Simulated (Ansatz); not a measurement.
`B[Se][SiH2][SiH3]`. The species carries charge 0 and has multiplicity 1. The geometry is a stationary point of PBE0-D4/def2-TZVP. It is one conformer, not always the lowest.

```xyz
11

B    -1.459   -0.373   -1.834
Se   -2.049   -0.597   -0.034
Si    0.015   -0.887    0.946
Si    1.221    1.108    0.788
H    -0.301   -0.418   -2.113
H    -2.305   -0.192   -2.653
H    -0.244   -1.247    2.365
H     0.711   -2.021    0.283
H     1.349    1.493   -0.642
H     0.484    2.173    1.517
H     2.579    0.960    1.379
```

**Question.** What is the dipole moment at PBE/def2-TZVPP? (Estimate.)

**Answer.** Ansatz gave: 0.99 D, with components (0.77, -0.03, 0.63) D in this frame, pointing from negative to positive charge.

**Question.** And with r2SCAN, B3LYP, ωB97M-V? (Best estimate.)

**Answer.** Computed: r2SCAN 1.00 D, B3LYP 1.00 D, ωB97M-V 1.03 D.

**Question.** Give the Mulliken charges with PBE, r2SCAN, ωB97M-V in def2-TZVPP. (Estimate.)

**Answer.** The calculation gave: 
```csv
atom,PBE,r2SCAN,ωB97M-V
B1,-0.12,-0.08,-0.21
Se2,-0.02,-0.05,-0.07
Si3,0.15,0.21,0.10
Si4,0.11,0.18,0.05
H5,0.03,0.01,0.08
H6,0.04,0.02,0.09
H7,-0.04,-0.07,-0.01
H8,-0.03,-0.05,0.00
H9,-0.03,-0.05,-0.01
H10,-0.03,-0.05,-0.01
H11,-0.04,-0.06,-0.02
```

B3LYP here is the variant with VWN-RPA as its local correlation; programs differ in this.
